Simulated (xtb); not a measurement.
C₃H₅ (SMILES [CH-]1CC1), charge -1, singlet, geometry from GFN2-xTB; GFN1-xTB with ALPB(chcl3) (xtb).

Here is a job for xtb.
```
$ xtb mol.xyz --gfn 1 --chrg -1 --alpb chcl3 --json

# file mol.xyz
8

C     -0.01075075     0.96016996     0.09341244
C      0.75577748    -0.34450835     0.02662440
C     -0.74825136    -0.36088374     0.02184688
H     -0.01259673     1.43179750    -0.94199642
H      1.25539163    -0.74361368    -0.87634220
H      1.26166067    -0.70938769     0.92963389
H     -1.25179611    -0.73675342     0.92164993
H     -1.23331166    -0.77070990    -0.88424753
```

What the program printed (banner, timings and long lists left out):

```
   ID    Z sym.   atoms
    1    6 C      1-3
    2    1 H      4-8

           -------------------------------------------------
          |                Calculation Setup                |
           -------------------------------------------------

           -------------------------------------------------
          |                 G F N 1 - x T B                 |
           -------------------------------------------------

      * Solvation model:               ALPB
        Solvent                        chcl3
        Parameter file                 internal GFN1-xTB/ALPB
        Dielectric constant                4.8100E+00
        Reference state                gsolv [1 M gas/solution]
        Free energy shift                  2.8899E-03 Eh       1.8134E+00 kcal/mol
        Temperature                        2.9815E+02 K
        Density                            1.4900E+00 kg/L
        Solvent mass                       1.1938E+02 g/mol
        Interaction kernel             P16
        Born radius scaling (c1)           1.4984E+00
        Born radii integrator          GBOBC
        Born offset                        0.0000E+00 a0       0.0000E+00 AA
        H-bond correction              false
        Ion screening                  false
        Surface tension                    1.0000E-05 Eh       1.5569E+01 dyn/cm
        Grid points                               230 per atom

          ...................................................
          :                      SETUP                      :
          :.................................................:
          :  # basis functions                  22          :
          :  # atomic orbitals                  22          :
          :  # shells                           16          :
          :  # electrons                        18          :
          :  # halogen bonds                     0          :
          :  max. iterations                   250          :
          :  Hamiltonian                  GFN1-xTB          :
          :  restarted?                      false          :
          :  GBSA solvation                   true          :
          :  PC potential                    false          :
          :  electronic temp.          300.0000000     K    :
          :  accuracy                    1.0000000          :
          :  -> integral cutoff          0.2500000E+02      :
          :  -> integral neglect         0.1000000E-07      :
          :  -> SCF convergence          0.1000000E-05 Eh   :
          :  -> wf. convergence          0.2000000E-04 e    :
          :  Broyden damping             0.4000000          :
          :  net charge                         -1          :
          :  unpaired electrons                  0          :
          ...................................................

 iter      E             dE          RMSdq      gap      omega  full diag
   1     -9.3042616 -0.930426E+01  0.913E+00    6.00       0.0  T
   2     -9.3238329 -0.195713E-01  0.539E+00    5.74       1.0  T
   3     -9.3245397 -0.706833E-03  0.767E-01    5.62       1.0  T
   4     -9.3256278 -0.108806E-02  0.111E-01    5.66       1.0  T
   5     -9.3256639 -0.360527E-04  0.906E-03    5.66       3.9  T
   6     -9.3256640 -0.997929E-07  0.385E-03    5.66       9.2  T
   7     -9.3256640 -0.542981E-07  0.472E-04    5.66      74.9  T
   8     -9.3256640 -0.625425E-09  0.338E-05    5.66    1045.9  T
   9     -9.3256640 -0.150280E-11  0.970E-06    5.66    3644.2  T

   *** convergence criteria satisfied after 9 iterations ***

         :::::::::::::::::::::::::::::::::::::::::::::::::::::
         ::                     SUMMARY                     ::
         :::::::::::::::::::::::::::::::::::::::::::::::::::::
         :: total energy              -9.213041032138 Eh    ::
         :: total w/o Gsasa/hb        -9.209483908641 Eh    ::
         :: gradient norm              0.028363515543 Eh/a0 ::
[...]

           -------------------------------------------------
          |                Property Printout                |
           -------------------------------------------------

    * Orbital Energies and Occupations

         #    Occupation            Energy/Eh            Energy/eV
      -------------------------------------------------------------
         1        2.0000           -0.5499496             -14.9649
         2        2.0000           -0.5063611             -13.7788
         3        2.0000           -0.4739823             -12.8977
         4        2.0000           -0.4615880             -12.5604
         5        2.0000           -0.4059042             -11.0452
         6        2.0000           -0.3977618             -10.8237
         7        2.0000           -0.3367552              -9.1636
         8        2.0000           -0.3308548              -9.0030
         9        2.0000           -0.2433150              -6.6209 (HOMO)
        10                         -0.0352747              -0.9599 (LUMO)
        11                         -0.0275358              -0.7493
        12                         -0.0080155              -0.2181
        13                          0.0257699               0.7012
        14                          0.0289173               0.7869
        15                          0.0417357               1.1357
        16                          0.2380955               6.4789
        17                          0.3051581               8.3038
        18                          0.3186806               8.6717
        19                          0.4103556              11.1663
        20                          0.4293687              11.6837
       ...                                ...                  ...
        22                          0.4451185              12.1123
      -------------------------------------------------------------
                  HL-Gap            0.2080403 Eh            5.6611 eV
             Fermi-level           -0.1392949 Eh           -3.7904 eV

  Mulliken/CM5 charges         n(s)   n(p)   n(d)
     1C    -0.59171 -0.64385   1.286  3.306  0.000
     2C    -0.03401 -0.13582   0.974  3.060  0.000
     3C    -0.03401 -0.13582   0.974  3.060  0.000
     4H    -0.07441 -0.02526   1.074  0.000  0.000
     5H    -0.06341 -0.01248   1.063  0.000  0.000
     6H    -0.06952 -0.01715   1.070  0.000  0.000
     7H    -0.06952 -0.01715   1.070  0.000  0.000
     8H    -0.06341 -0.01248   1.063  0.000  0.000

Wiberg/Mayer (AO) data.
largest (>0.10) Wiberg bond orders for each atom

 ---------------------------------------------------------------------------
     #   Z sym  total        # sym  WBO       # sym  WBO       # sym  WBO
 ---------------------------------------------------------------------------
     1   6 C    3.065 --     4 H    1.017     3 C    0.980     2 C    0.980
     2   6 C    3.925 --     3 C    0.985     6 H    0.981     1 C    0.980
                             5 H    0.973
     3   6 C    3.925 --     2 C    0.985     7 H    0.981     1 C    0.980
                             8 H    0.973
     4   1 H    1.041 --     1 C    1.017
     5   1 H    1.012 --     2 C    0.973
     6   1 H    1.037 --     2 C    0.981
     7   1 H    1.037 --     3 C    0.981
     8   1 H    1.012 --     3 C    0.973
 ---------------------------------------------------------------------------

Topologies differ in total number of bonds
Writing topology from bond orders to xtbtopo.mol

 dipole moment from electron density (au)
     X       Y       Z
   0.0187  -1.5478  -0.5873  total (Debye):    4.208

           -------------------------------------------------
          | TOTAL ENERGY               -9.213041032138 Eh   |
          | GRADIENT NORM               0.028363515543 Eh/α |
          | HOMO-LUMO GAP               5.661064998538 eV   |
           -------------------------------------------------

normal termination of xtb
```
